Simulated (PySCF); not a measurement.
Computed spin Hamiltonian

Compound: C6H8O (charge +1 and doublet state).
Cartesian coordinates in Å at the GFN2-xTB level; atoms count from 1:
```xyz
15
C6H8O angstrom
C     -2.8926    0.6216   -0.0666
C     -1.7234    0.4105    0.5231
C     -0.7197   -0.4692   -0.1249
O     -0.9158   -1.2106   -1.0258
C      0.6720   -0.3195    0.5677
C      1.7543   -0.6534   -0.3705
C      2.7065    0.2189   -0.7339
H     -3.6436    1.2330    0.4147
H     -3.1528    0.2084   -1.0296
H     -1.4513    0.8478    1.4713
H      0.5942   -1.0617    1.3733
H      0.7869    0.6762    0.9975
H      1.7393   -1.6595   -0.7756
H      2.6696    1.2646   -0.4651
H      3.5720   -0.0991   -1.2947
```

The hyperfine couplings belong to this conformer and change with its torsions.

As a line formula: `O=C(C[CH][CH2+])C=C` [radical] (charge +1).

Method used: UKS B3LYP, pcH-1 on C H O, non-relativistic, mean-field spin-orbit, GIAO in PySCF. Isolated species at its GFN2-xTB geometry (one conformer only). The geometry wasn't refined by DFT: couplings that depend on bond lengths, twists or pyramidal angles can differ widely from those at the functional's own minimum, by a factor of two or more for some ions and for spin on atoms past the first row. The frame is twisted about the C2–C3 bond at this geometry (dihedral H10–C2–C3–C5 = -13°); couplings at other torsion angles weren't computed. Stability of the SCF solution: not tested.

- g1, g2, g3: 2.00228, 2.00322, 2.00635
- g_iso: 2.00395
- Form of g: rhombic: the two nearest values differ by 23 % of g3 − g1
- ⟨S²⟩: 0.7568 (exact 0.7500)
- α and β electrons: 26, 25
- HOMO–LUMO gap, α and β orbitals: 5.84, 2.00 eV

Isotropic coupling and dipolar principal values T1 to T3, in MHz; ρ(0) is the spin density at the nucleus:

```tsv
atom	isotope	a_iso	T1	T2	T3	Mulliken spin population	ρ(0) (bohr⁻³)
C1	13C	-3.2	-4.9	-0.5	5.4	-0.01	-0.0028
C2	13C	51.3	-11.6	-9.2	20.8	0.10	0.0456
C3	13C	-36.3	-15.4	-4.3	19.7	0.00	-0.0323
O4	17O	-19.7	-104.0	47.3	56.7	0.35	0.0326
C5	13C	5.7	-16.6	-15.8	32.4	0.10	0.0051
C6	13C	-6.1	-14.9	-9.4	24.2	0.13	-0.0054
C7	13C	18.5	-27.0	-25.5	52.5	0.32	0.0164
H8	1H	21.4	-1.9	-0.4	2.3	0.01	0.0048
H9	1H	3.1	-2.9	-1.7	4.6	0.00	0.0007
H10	1H	3.0	-5.4	-0.9	6.3	0.00	0.0007
H11	1H	49.5	-7.3	-2.3	9.7	0.02	0.0111
H12	1H	-5.2	-6.1	-2.1	8.2	0.00	-0.0012
H13	1H	1.4	-7.0	-2.1	9.0	0.00	0.0003
H14	1H	-11.9	-11.7	-3.5	15.2	-0.01	-0.0027
H15	1H	-11.0	-12.7	-3.4	16.1	-0.01	-0.0025
```

Largest spin populations (Mulliken): O4 (+0.35), C7 (+0.32), C6 (+0.13) and C5 (+0.10).

The SMILES `C=CC(=O)C[CH][CH2+]` draws the unpaired electron on C6, whose computed spin population is only +0.13.

Under fast tumbling the dipolar parts average out, and these isotropic splittings remain (the largest six): 2 × 1H (H11/H12, I = 1/2, 3 lines) with 0.79 mT, 1 × 1H (H8, I = 1/2, 2 lines) with 0.76 mT, 1 × 1H (H14, I = 1/2, 2 lines) with 0.42 mT, 1 × 1H (H15, I = 1/2, 2 lines) with 0.39 mT, 1 × 1H (H9, I = 1/2, 2 lines) with 0.11 mT and 1 × 1H (H10, I = 1/2, 2 lines) with 0.11 mT.

Nuclei that the bonding pattern makes equivalent are averaged, as if the motion that swaps them (rotation, inversion, ring flip) were fast. H14 and H15 aren't averaged: C7 is flat or nearly so (angle sum 360°), and its turn about the short C7–C6 bond (1.34 Å) is taken as slow. The 1H value of +22.2 MHz is a mean of couplings from -5.2 to 49.5 MHz in this one geometry, not an average over conformers.

The 13C coupling of C2 (51.3 MHz) shows only in satellite lines or after enrichment, since that isotope makes up about 1.07 % of natural carbon.

The 17O coupling of O4 (-19.7 MHz) shows only in satellite lines or after enrichment, since that isotope makes up about 0.038 % of natural oxygen.
